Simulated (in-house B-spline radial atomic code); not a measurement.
Radial electron density of neutral sulfur, [Ne] 3s2 3p4. Level of theory: scalar-relativistic (X2C) PBE0, spin-polarised, spherical fractional occupations, Fermi nucleus of rms radius 3.2611 fm; calculated with a B-spline radial code for spherical atoms.

Caution: exact exchange at fractional occupations of open shells leaves self-interaction of up to several eV.

Columns: r (bohr), 4πr²n(r) (electrons per bohr), bar.

```
  0.0038   0.4803 #
 0.00458   0.6731 ##
 0.00551   0.9359 ##
 0.00663    1.294 ###
 0.00798    1.779 ####
 0.00961    2.428 ######
  0.0116    3.291 ########
  0.0139    4.358 ##########
  0.0168    5.762 ##############
  0.0202    7.427 ##################
  0.0243    9.377 #######################
  0.0292    11.53 ############################
  0.0352    13.79 #################################
  0.0424    15.88 ######################################
   0.051    17.49 ##########################################
  0.0614    18.33 ############################################
  0.0739    18.15 ############################################
  0.0889    16.96 #########################################
   0.107    15.07 ####################################
   0.129    13.16 ################################
   0.155     12.1 #############################
   0.187    12.44 ##############################
   0.225    14.13 ##################################
   0.271    16.33 #######################################
   0.326    17.66 ##########################################
   0.392    17.03 #########################################
   0.472    14.19 ##################################
   0.568    10.06 ########################
   0.684    6.141 ###############
   0.823     3.69 #########
   0.991    2.938 #######
    1.19    3.211 ########
    1.44    3.552 #########
    1.73    3.341 ########
    2.08    2.601 ######
     2.5    1.674 ####
    3.01   0.8852 ##
    3.63   0.3829 #
    4.37   0.1368 
    5.26  0.03932 
    6.33 0.008728 
    7.62 0.001438
```

On this grid the curve has 3 maxima, near 0.0614, 0.326, 1.44 bohr.

The 3p up radial function P(r) = rR(r), positive near the nucleus:

```csv
r (bohr),P
0.00458,0.0007598
0.00663,0.001539
0.00961,0.003112
0.0139,0.00622
0.0202,0.01238
0.0292,0.02393
0.0424,0.04526
0.0614,0.08163
0.0889,0.1384
0.129,0.2155
0.187,0.2944
0.271,0.3294
0.392,0.2527
0.568,0.01759
0.823,-0.3333
1.19,-0.6465
1.73,-0.7349
2.5,-0.5561
3.63,-0.2773
5.26,-0.08636
7.62,-0.01403
```
